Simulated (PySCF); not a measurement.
Structure from 2D NMR

Compound of formula C₅H₆NO₂P. Correlations simulated from computed shifts and the bond graph:

HSQC (one-bond C–H):
| δH | δC |
| --- | --- |
| 7.66 | 133.5 |
| 7.58 | 141.5 |
| 4.07 | 53.6 |

COSY cross peaks (H two or three bonds apart, from the bond graph; peaks can be absent where the dihedral angle is near 90°):
| δH | δH |
| --- | --- |
| 7.66 | 7.58 |

HMBC (two and three bonds, from the bond graph):
| δH | δC |
| --- | --- |
| 7.66 | 160.3, 141.5 |
| 7.58 | 160.3, 133.5 |
| 4.07 | 170.4 |

Carbons without hydrogens: δ 170.4, 160.3.

Computed data (PySCF): coordinates at the GFN2-xTB level, shieldings: GIAO PBE0/pcSseg-1. A single conformation, relativity neglected, rapidly exchanging positions averaged, isolated molecule.

δ = σ(ref) − σ, references computed at the same level: ¹H (σ = 31.72 ppm) and ¹³C (σ = 186.93 ppm) against TMS.

Exchangeable hydrogens are left out of these lists.

Problem. Which molecule is this?

Solution. `P1=C(C(OC)=O)NC=C1`.

Atom-mapped SMILES (the numbers label the heavy atoms): `[CH3:1][O:2][C:3](=[O:4])[c:5]1[nH:6][cH:7][cH:8][p:9]1`; H(Xn) means a hydrogen on atom n.

1. δC 170.4 is C3, an ester carbonyl carbon.
2. δC 160.3 is C5, a substituted aromatic carbon next to a ring nitrogen.
3. δC 141.5 is C8, an aromatic CH (δH 7.58).
4. δC 133.5 is C7, an aromatic CH next to a ring nitrogen (δH 7.66).
5. δC 53.6 is C1, a methyl carbon bonded to O (δH 4.07).
6. HMBC from δH 7.66 reaches the proton-free carbon C5.
7. HMBC from δH 7.58 reaches the proton-free carbon C5.
8. HMBC from δH 4.07 reaches the proton-free carbon C3.
9. COSY links 7.66–7.58.

The shifts were computed for this structure.

Exchangeable OH/NH protons stand at their gas-phase positions; hydrogen bonding in a real sample shifts them, mostly to higher δ. Shifts are as computed. Against solution values, carbons near 30 ppm lie about +3 ppm off and those near 130 ppm about +5 ppm. Of 1211 compounds with measured shifts, 218 miss one by over three times the rms of a fit or turn the order of signals round; such compounds aren't used in these exercises.
